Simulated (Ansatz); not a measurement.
Start from `BO[SiH2]N` and change one atom or group to get `BO[SiH2]S`.

Ansatz, PBE0-D4/def2-TZVP geometries, multiplicity 1. Each molecule was computed in one conformer, which needn't be the lowest.

```tsv
property	`BO[SiH2]N`
HOMO–LUMO gap (PBE0/def2-TZVPP) / eV	7.55
HOMO–LUMO gap (ωB97M-V/def2-TZVPP) / eV	11.81
size of the dipole moment (ωB97M-V/def2-TZVPP) / D	1.80
size of the dipole moment (B3LYP/def2-TZVPP) / D	1.80
HOMO energy (PBE/def2-TZVPP) / eV	-6.56
size of the dipole moment (PBE/def2-TZVPP) / D	1.95
```

Give the same properties after the change, and the shifts. (Estimate.)

Computed: 
```csv
property,`BO[SiH2]S`,shift
HOMO–LUMO gap (PBE0/def2-TZVPP) / eV,7.14,-0.41
HOMO–LUMO gap (ωB97M-V/def2-TZVPP) / eV,11.25,-0.56
size of the dipole moment (ωB97M-V/def2-TZVPP) / D,0.85,-0.95
size of the dipole moment (B3LYP/def2-TZVPP) / D,0.85,-0.95
HOMO energy (PBE/def2-TZVPP) / eV,-6.69,-0.13
size of the dipole moment (PBE/def2-TZVPP) / D,0.94,-1.01
```

With PBE0 the HOMO rises by 0.09 eV and the LUMO falls by 0.32 eV, so the gap narrows by about 0.41 eV. PBE moves the HOMO by -0.13 eV and ωB97M-V by 0.29 eV. The zero-point energy changes by -43.3 kJ/mol with -3 modes. Dipoles are sizes alone; their direction can turn.

B3LYP here is the variant with VWN-RPA as its local correlation; programs differ in this.
